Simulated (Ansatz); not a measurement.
One change: `CNB(F)[SiH3]` becomes `F[B]([AlH2])[SiH3]`.

Ansatz, PBE0-D4/def2-TZVP geometries, multiplicity 1. Each molecule was computed in one conformer, which needn't be the lowest.

| property | `CNB(F)[SiH3]` |
| --- | --- |
| LUMO energy (ωB97M-V/def2-TZVPP) / eV | 1.70 |
| size of the dipole moment (PBE/def2-TZVPP) / D | 2.78 |
| HOMO–LUMO gap (PBE0/def2-TZVPP) / eV | 7.75 |
| HOMO energy (PBE0/def2-TZVPP) / eV | -7.93 |
| HOMO energy (ωB97M-V/def2-TZVPP) / eV | -10.26 |
| size of the dipole moment (B3LYP/def2-TZVPP) / D | 2.77 |

(1) What does the change do to each property? (Estimate.)

## Answers

(1) The calculation gave: 
| property | `F[B]([AlH2])[SiH3]` | shift |
| --- | --- | --- |
| LUMO energy (ωB97M-V/def2-TZVPP) / eV | -0.38 | -2.08 |
| size of the dipole moment (PBE/def2-TZVPP) / D | 0.09 | -2.69 |
| HOMO–LUMO gap (PBE0/def2-TZVPP) / eV | 4.75 | -3.00 |
| HOMO energy (PBE0/def2-TZVPP) / eV | -6.83 | 1.10 |
| HOMO energy (ωB97M-V/def2-TZVPP) / eV | -8.86 | 1.40 |
| size of the dipole moment (B3LYP/def2-TZVPP) / D | 0.06 | -2.71 |

With PBE0 the HOMO rises by 1.10 eV and the LUMO falls by 1.89 eV, so the gap narrows by about 2.99 eV. PBE moves the HOMO by 0.89 eV and ωB97M-V by 1.40 eV. Dipoles are sizes alone; their direction can turn.

B3LYP here is the variant with VWN-RPA as its local correlation; programs differ in this.
